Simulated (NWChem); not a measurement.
CH$_{2}$ClNOSi; SMILES N#CO[SiH2]Cl

```xyz
7

N      0.8588    -2.7490    -0.3502
C      0.1746    -1.9041     0.0572
O     -0.5928    -0.9967     0.5347
Si    -0.8909     0.5582    -0.1001
Cl     0.8033     1.6853     0.0715
H     -1.9637     1.0796     0.7694
H     -1.2504     0.4075    -1.5286
```
Atoms are numbered in this order, from 1.

Results from NWChem. Coordinates come from a PBE0/def2-SVP optimisation. B3LYP is NWChem's, with the RPA form of VWN correlation. Level: B3LYP/def2-SVP with SMD (1 M gas to 1 M solution), gas-phase geometry. Reactions with the solvent are ignored.

```csv
solvent,dielectric constant,solvation free energy (kcal/mol),cavity-dispersion-structure term (kcal/mol),dipole in solution (D)
water,78.4,-1.2,5.4,5.51
benzene,2.27,-2.8,0.5,5.00
chloroform,4.71,-3.8,1.1,5.26
cyclohexane,2.02,-2.1,0.8,4.94
ethylene glycol,40.2,-1.1,5.4,5.50
```
